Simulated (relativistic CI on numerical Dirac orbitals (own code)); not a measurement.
Ti³⁺ in a cubic cluster: 3p photoemission with charge transfer

Computed with a charge-transfer multiplet model of a cubic metal-ligand cluster with up to 2 ligand holes, Slater and spin-orbit integrals from Dirac-Coulomb-Breit ions, Slater integrals scaled by 0.8. The ground state mixes d1 with configurations of k ligand holes L, whose averages lie at kΔ + k(k − 1)U_dd/2; a core hole lowers each added d electron by U_cd. 300 K, Lorentzian 0.9 eV and Gaussian 0.8 eV FWHM.

Atomic integrals in eV (Slater integrals scaled, ζ unscaled), ground: F2dd 6.578, F4dd 4.090, zeta_d 0.017; with the core hole: F2dd 6.578, F4dd 4.090, zeta_d 0.021, zeta_core 0.458, F2cd 8.866, G1cd 10.978, G3cd 6.748. Where a configuration has fewer than two d electrons, the dd integrals are those of d2.

Cluster parameters (eV): Δ = 5.5, U_dd = 4.5, 10Dq = 0.45, 10Dq(ligand) = 0.5, V(eg) = 1.3, V(t2g) = -0.71, final-state hopping factor = 1.

```
         Case   n_d    d1   d2L  d3L2     S
U_cd = 3.8 eV  1.23  0.78  0.21  0.01  0.50
U_cd = 4.4 eV  1.23  0.78  0.21  0.01  0.50
  U_cd = 5 eV  1.23  0.78  0.21  0.01  0.50
```

Weights, n_d and S are thermal averages at 300 K. Binding energies count from the first peak over 30 % of the highest in each spectrum, which can be another peak from case to case. The parameters are a model scan and need not match a compound or its usual spin state. Peaks in eV (height, largest 100):
- U_cd = 3.8 eV: 0.0 (97), 2.0 (100), 4.8 (46), 6.3 (32), 12.3 (8), 15.7 (8)
- U_cd = 4.4 eV: 0.0 (97), 2.1 (100), 5.0 (56), 6.5 (44), 8.5 (24), 12.4 (8), 15.9 (8)
- U_cd = 5 eV: 0.0 (96), 2.1 (100), 5.2 (64), 6.6 (57), 8.8 (36), 12.4 (8), 16.0 (9)

Curve for U_cd = 4.4 eV (points under 2 left out, the grid thinned):

```json
{"E (eV)": "-3.9", "Intensity": "3.9"}
{"E (eV)": "-3.4", "Intensity": "5.0"}
{"E (eV)": "-2.8", "Intensity": "7.3"}
{"E (eV)": "-2.3", "Intensity": "11.1"}
{"E (eV)": "-1.7", "Intensity": "22.4"}
{"E (eV)": "-1.2", "Intensity": "47.6"}
{"E (eV)": "-0.6", "Intensity": "87.0"}
{"E (eV)": "-0.1", "Intensity": "96.4"}
{"E (eV)": "0.5", "Intensity": "92.3"}
{"E (eV)": "1.0", "Intensity": "86.1"}
{"E (eV)": "1.6", "Intensity": "95.0"}
{"E (eV)": "2.1", "Intensity": "100.0"}
{"E (eV)": "2.7", "Intensity": "88.2"}
{"E (eV)": "3.2", "Intensity": "68.9"}
{"E (eV)": "3.8", "Intensity": "54.4"}
{"E (eV)": "4.3", "Intensity": "51.4"}
{"E (eV)": "4.9", "Intensity": "55.6"}
{"E (eV)": "5.4", "Intensity": "52.4"}
{"E (eV)": "6.0", "Intensity": "43.2"}
{"E (eV)": "6.5", "Intensity": "43.5"}
{"E (eV)": "7.1", "Intensity": "35.1"}
{"E (eV)": "7.6", "Intensity": "25.2"}
{"E (eV)": "8.1", "Intensity": "23.2"}
{"E (eV)": "8.7", "Intensity": "23.2"}
{"E (eV)": "9.2", "Intensity": "17.2"}
{"E (eV)": "9.8", "Intensity": "9.5"}
{"E (eV)": "10.3", "Intensity": "6.2"}
{"E (eV)": "10.9", "Intensity": "4.7"}
{"E (eV)": "11.4", "Intensity": "5.1"}
{"E (eV)": "12.0", "Intensity": "7.2"}
{"E (eV)": "12.5", "Intensity": "7.8"}
{"E (eV)": "13.1", "Intensity": "6.0"}
{"E (eV)": "13.6", "Intensity": "4.6"}
{"E (eV)": "14.2", "Intensity": "3.5"}
{"E (eV)": "14.7", "Intensity": "3.4"}
{"E (eV)": "15.3", "Intensity": "5.7"}
{"E (eV)": "15.8", "Intensity": "8.3"}
{"E (eV)": "16.4", "Intensity": "6.3"}
{"E (eV)": "16.9", "Intensity": "4.3"}
{"E (eV)": "17.5", "Intensity": "4.1"}
{"E (eV)": "18.0", "Intensity": "3.5"}
{"E (eV)": "18.6", "Intensity": "2.5"}
{"E (eV)": "19.1", "Intensity": "2.4"}
{"E (eV)": "19.7", "Intensity": "2.8"}
{"E (eV)": "20.2", "Intensity": "2.1"}
```

For the case U_cd = 5 eV, Δ = 5.5 eV is larger than U_dd = 4.5 eV, the Mott-Hubbard side of the Zaanen-Sawatzky-Allen scheme. With the core hole the configuration with one ligand hole lies at Δ − U_cd = 1.7, 1.1, 0.5 eV from the one without, in the order of the table; where this is negative the screened configuration lies lower, though the effective hopping of about 3.0 eV (from the holes of the mixed ground state) mixes the two strongly wherever it is as large as the gap.
